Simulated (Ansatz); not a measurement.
System: sum formula H9Si4O (charge -1, singlet). It need not be the lowest isomer of its formula. Whether it binds its extra electron was not tested at this geometry. 
Coordinates optimised at B3LYP-D3(BJ)/def2-TZVP (Ansatz, a first-principles code):
```
Si
O 1 1.7075
H 2 0.9632 1 108.06
Si 1 2.3463 2 118.55 3 0.00
H 4 1.5346 1 90.48 2 -47.61
H 4 1.5346 5 95.22 1 -90.53
Si 1 2.3620 2 104.72 3 126.62
H 7 1.4929 1 112.59 2 164.92
H 7 1.4941 8 105.75 1 -123.98
H 7 1.4964 8 105.25 9 -110.78
Si 1 2.3620 2 104.72 3 -126.62
H 11 1.4929 1 112.59 2 -164.92
H 11 1.4941 12 105.75 1 123.98
H 11 1.4964 12 105.25 13 110.78
```
Charge -1, spin multiplicity 1.

Basis-set convergence of Hartree-Fock and CCSD correlation energies (hartree) with Ansatz. Cores are frozen in the correlated levels unless marked. Spin-orbit coupling is left out. Non-relativistic.

```
basis            functions        E(HF)  E(corr, CCSD)
---------------  ---------  -----------  -------------
aug-cc-pV(D+d)Z        232  -1235.89713       -0.73753
aug-cc-pV(T+d)Z        473          [?]            [?]
```

**Question.** Fill in the missing entries.

**Answer.** 
- aug-cc-pV(T+d)Z, E(HF): -1235.96062
- aug-cc-pV(T+d)Z, E(corr, CCSD): -0.86050
